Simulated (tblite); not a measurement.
Species: C7H13NP2.
Geometry (GFN2-xTB, Å), atoms numbered from 1 in this order:
```xyz
23
C7H13NP2 angstrom
C     -1.877   -0.027    1.932
C     -1.399    0.204    0.715
C     -2.225    0.033   -0.521
P      0.359    0.750    0.615
C      0.331    1.770   -0.942
P      2.084    2.363   -1.171
C      1.097   -0.788   -0.141
C      1.150   -1.913    0.896
C      1.731   -3.099    0.323
N      2.188   -4.028   -0.161
H     -1.270    0.123    2.810
H     -2.886   -0.370    2.100
H     -2.401    0.997   -0.998
H     -1.730   -0.614   -1.244
H     -3.189   -0.405   -0.270
H     -0.347    2.617   -0.814
H      0.028    1.180   -1.811
H      2.048    3.264   -0.110
H      1.779    3.356   -2.101
H      2.107   -0.529   -0.471
H      0.523   -1.103   -1.017
H      0.141   -2.149    1.249
H      1.752   -1.605    1.756
```

Calculated harmonic vibrations of the isolated species, GFN2-xTB (tblite), most abundant isotopes, no scaling. Errors from tens to a few hundred cm⁻¹ against measured bands are possible. Modes of hydrogen on phosphorus can be 10 to 20 % off. One conformer, not necessarily the lowest.

Harmonic wavenumbers (cm⁻¹): 32.2, 39.4, 54.4, 65.3, 96.1, 109.5, 149.0, 160.3, 174.9, 201.9, 240.3, 280.4, 333.5, 374.6, 386.6, 433.5, 509.1, 627.1, 667.6, 686.9, 696.5, 735.2, 748.2, 761.5, 862.7, 882.8, 906.4, 920.3, 946.2, 983.5, 999.1, 1030.1, 1038.8, 1061.8, 1080.8, 1108.9, 1133.9, 1186.3, 1195.8, 1220.3, 1292.9, 1389.7, 1391.2, 1409.5, 1427.1, 1436.3, 1478.3, 1480.6, 1675.5, 2273.1, 2336.4, 2412.0, 2927.3, 2933.0, 2939.2, 2941.3, 2949.8, 2960.2, 3000.3, 3011.2, 3029.6, 3079.0, 3106.8.

A = 964.7, B = 649.2, C = 444.1 MHz; mass 173.052 u (most abundant isotopes); point group C1, symmetry number 1.

Question: Zero-point energy?

Answer: ½Σν̃ = 39001 cm⁻¹ = 111.51 kcal/mol.

Question: Give the ideal-gas entropy at 200 K and 1 bar in the rigid-rotor, harmonic-oscillator model (classical rotation).

Answer: Translation 39.40, rotation 30.23, vibration 33.96: S = 103.6 cal/(mol K).

Question: And Cp and H(200 K) − H(0)?

Answer: Cp = 38.31 cal/(mol K), of which vibrations give 30.37 (their classical limit is 63 R = 125.2); H(200 K) − H(0) = 5.01 kcal/mol without the zero-point energy, 3.42 from vibrations.

Question: Blend soft modes into free rotors: weight 1/[1 + (100 cm⁻¹/ν̃)⁴] for the oscillator and the rest for a rotor with moment μB/(μ + B), μ = h/(8π²ν), B = 10⁻⁴⁴ kg m². What vibrational entropy results?

Answer: 30.22 cal/(mol K) in place of 33.96, which changes −T·S at 200 K by +0.75 kcal/mol.

Question: What must be added to the electronic energy to get the Gibbs energy at 200 K and 1 bar?

Answer: ZPE + [H(200 K) − H(0)] − T·S = 111.51 + 5.01 − 20.72 = 95.80 kcal/mol.

Question: Which modes carry the vibrational entropy at 200 K?

Answer: 32.2 cm⁻¹: 4.90; 39.4 cm⁻¹: 4.50; 54.4 cm⁻¹: 3.86; 65.3 cm⁻¹: 3.51; 96.1 cm⁻¹: 2.76; 109.5 cm⁻¹: 2.51 cal/(mol K); the other 57 give 11.92 together.

Hindered rotation and anharmonicity are outside this model. Other conformers, if any are populated, would add a mixing term that is left out. The structure is chiral; the term R ln 2 for an equal mix with its mirror image is left out.
